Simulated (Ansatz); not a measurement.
Gas-phase electronic energies from Ansatz, PBE0-D4/def2-TZVP geometries. CCSD(T)/CBS is the MP2 limit (def2-TZVPP, def2-QZVPP) plus CCSD(T) − MP2 in def2-TZVPP, frozen cores. DFT in def2-TZVPP. B3LYP here is the variant with VWN-RPA as its local correlation; programs differ in this. Elements past krypton have def2 core potentials. For In outer-core shells are correlated without core-valence functions, which leaves a few kJ/mol of doubt a bond. Each species was taken in one conformer, which may not be the lowest.

`[NH2][In]([OH])[BH]S` + `O[SiH2]F` → `F[SiH2]OBS` + `[NH2][InH][OH]`  (cleavage of the B–In bond)

```
             level  ΔE (kJ/mol)  difference from CCSD(T)/CBS
            PBE-D4       -103.4                          4.0
         r2SCAN-D4       -114.0                         -6.6
           PBE0-D4       -109.8                         -2.4
          B3LYP-D4       -119.7                        -12.3
           ωB97X-V       -117.9                        -10.5
           ωB97M-V       -117.2                         -9.8
            B2PLYP       -114.7                         -7.3
               PBE       -101.3                          6.1
            r2SCAN       -113.6                         -6.2
              PBE0       -108.0                         -0.6
             B3LYP       -116.2                         -8.8
     HF/def2-TZVPP       -138.2                        -30.8
    MP2/def2-TZVPP       -107.4                          0.0
SCS-MP2/def2-TZVPP       -111.9                         -4.5
   CCSD/def2-TZVPP       -113.2                         -5.8
CCSD(T)/def2-TZVPP       -109.8                         -2.4
     HF/def2-QZVPP       -139.4                        -32.0
    MP2/def2-QZVPP       -106.4                          1.0
SCS-MP2/def2-QZVPP       -111.1                         -3.7
      HF/CBS(def2)       -139.6                        -32.2
     MP2/CBS(def2)       -105.0                          2.4
    CCSD/CBS(def2)       -110.8                         -3.4
       CCSD(T)/CBS       -107.4                            0
```

Largest T1 diagnostic among the species: 0.017.

From PBE to PBE0 (25 % exact exchange), in def2-TZVPP and without D4, ΔE moves by −6.7 kJ/mol. In def2-TZVPP, CCSD(T) changes the Hartree–Fock value by +28.4 kJ/mol (the triples alone add +3.3 kJ/mol) and MP2 by +30.8 kJ/mol. The D4 term adds −3.4 kJ/mol with B3LYP and −1.7 kJ/mol with PBE0; it sums over pairs of atoms, weighted by their polarisabilities, and B3LYP, whose exchange is more repulsive, gets the larger term.

CCSD(T)/CBS has its own doubt, a few kJ/mol and more with outer-core shells, so smaller differences from it don't rank the levels.
